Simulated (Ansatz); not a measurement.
A single point on BClH₅NOSi (`N[SiH](Cl)BO`).

```yaml
crystal:
  periodic: [false, false, false]
  atoms:
    - {symbol: N, position_ang: [-1.220295, -0.524664, -1.106916]}
    - {symbol: Si, position_ang: [-0.409969, -0.735331, 0.377377]}
    - {symbol: Cl, position_ang: [0.905172, -2.366027, 0.433870]}
    - {symbol: B, position_ang: [0.789866, 0.847514, 0.749294]}
    - {symbol: O, position_ang: [1.121728, 1.626729, -0.304094]}
    - {symbol: H, position_ang: [-0.738388, -0.085314, -1.875325]}
    - {symbol: H, position_ang: [-1.915197, -1.178310, -1.429630]}
    - {symbol: H, position_ang: [-1.425928, -1.061526, 1.407786]}
    - {symbol: H, position_ang: [1.244489, 1.087435, 1.837579]}
    - {symbol: H, position_ang: [1.731623, 2.338293, -0.087240]}
basis:
  gaussian: {orbitals: def2-QZVPP}
correlation: {method: mp2}
```

```sh
$ ansatz run in.yaml --threads 4 --pin off --events-out ev --progress --plain --max-ram 10444MiB
```

Shortened log:

```
Functional definition: HF
2756 factors; integrals over basis functions are off by at most 8.2e-4 eV
mean field evaluation 1: about -24637.4744 eV, gradient 4.8e1 eV
mean field evaluation 2: about -24637.6096 eV, gradient 4.8e1 eV
mean field evaluation 4: about -24642.3072 eV, gradient 3.9e0 eV
mean field evaluation 8: about -24642.3703 eV, gradient 2.8e-1 eV
mean field -24642.37061082 eV, -905.5904167489 hartree, gradient 2.7e-6 eV, S^2 0.000000; 0 other end points of the search recorded, 0 dependent functions left out
13 core orbitals not correlated: weight in the atoms' cores, before any rotation towards them, 1.000 or more for the frozen orbitals, at most 0.000 for the correlated occupied ones
reference -24642.37061082 eV, -905.5904167489 hartree; 15, 15 occupied and 433, 433 virtual orbitals, 2756 factors
second order -25.31505998 eV of doubles, -0.00000000 eV of singles
Total energy: -24667.68567080 eV, -906.5207280440 hartree
```

It took 21 s on 4 threads of an Arm Neoverse V1 on a shared host, with 2.6 GiB of host memory at the peak.
